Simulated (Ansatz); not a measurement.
Reaction (ligand exchange at the Si–C bond): `[SiH3]C1B[SiH2]1` + H₂Se → `[SiH3][SeH]` + `B1C[SiH2]1`

Isolated molecules relaxed with PBE0-D4/def2-TZVP in Ansatz; ΔE leaves out vibrations. CBS: MP2 limit from def2 TZ/QZ plus the TZ coupled-cluster correction, frozen cores. For Se outer-core shells are correlated without core-valence functions, which leaves a few kJ/mol of doubt a bond. Scalar relativity is left out up to krypton.

```json
{"species": "`[SiH3]C1B[SiH2]1`", "CCSD(T)/CBS(def2) energy (Eh)": "-645.14605"}
{"species": "H₂Se", "CCSD(T)/CBS(def2) energy (Eh)": "-2401.89790"}
{"species": "`[SiH3][SeH]`", "CCSD(T)/CBS(def2) energy (Eh)": "-2692.20088"}
{"species": "`B1C[SiH2]1`", "CCSD(T)/CBS(def2) energy (Eh)": "-354.85519"}
```

**Question.** Work out ΔE.

**Answer.** ΔE = (-2692.20088) + (-354.85519) − (-645.14605) − (-2401.89790) = -0.01212 Eh = -7.6 kcal/mol.

**Question.** What do rigid-rotor, harmonic-oscillator terms from PBE0-D4/def2-TZVP frequencies (298.15 K, 1 bar) make of the CCSD(T)/CBS value? (An estimate is asked.)

**Answer.** The calculation gave: ΔZPE = +2.0 kcal/mol, ΔH = -6.0 kcal/mol, ΔS = 14 J/(mol·K), ΔG = -7.0 kcal/mol.

Largest T1 diagnostic among the species: 0.014.

From PBE to PBE0 (25 % exact exchange), in def2-TZVPP and without D4, ΔE moves by +1.1 kcal/mol. Leaving LDA and LC-ωPBE aside and taking each functional with its dispersion term where it has one, the values, not all of them listed here, spread over 2.2 kcal/mol, from BLYP-D4 to ωB97X-V. LDA lies +2.1 kcal/mol from PBE without D4. At CCSD(T), def2-SVP lies +1.2 kcal/mol from the extrapolated value and def2-TZVPP +0.6 kcal/mol.
